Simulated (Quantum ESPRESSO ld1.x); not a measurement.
Problem. All-electron atom: Sr+ in [Kr] 5s1. Calculated with ld1.x of Quantum ESPRESSO 7.5: scalar-relativistic Kohn-Sham, LDA (Slater exchange, Perdew-Zunger correlation), spin-polarised, spherical densities, point nucleus; open shells are filled with parallel spins first. Some entries of the table are withheld. Estimate them.

orbital,occ.,eigenvalue (Ry),<1/r> (bohr^-1),<r^2> (bohr^2)
1s up,1,-1170.05,38.95,0.002071
1s down,1,-1170.05,38.95,0.002071
2s up,1,-158.876,8.691,0.03516
2s down,1,-158.875,8.691,0.03516
2p up,3,-141.346,8.492,0.02769
2p down,3,-141.345,8.492,0.02769
3s up,1,-24.9280,2.913,0.2792
3s down,1,-24.9265,2.913,0.2792
3p up,3,-19.2717,2.761,0.2911
3p down,3,-19.2701,2.761,0.2911
3d up,5,-9.89955,2.507,0.3032
3d down,5,-9.89785,2.508,0.3032
4s up,1,-3.47818,0.9949,(1)
4s down,1,-3.47273,0.9958,(2)
4p up,3,-2.14902,0.8514,2.826
4p down,3,-2.14042,0.8543,2.797
5s up,1,-0.65143,0.3338,16.47
5s down,0,-0.59171,0.3337,16.80

Solution. 
(1) 4s up <r^2> (bohr^2): 2.089
(2) 4s down <r^2> (bohr^2): 2.082
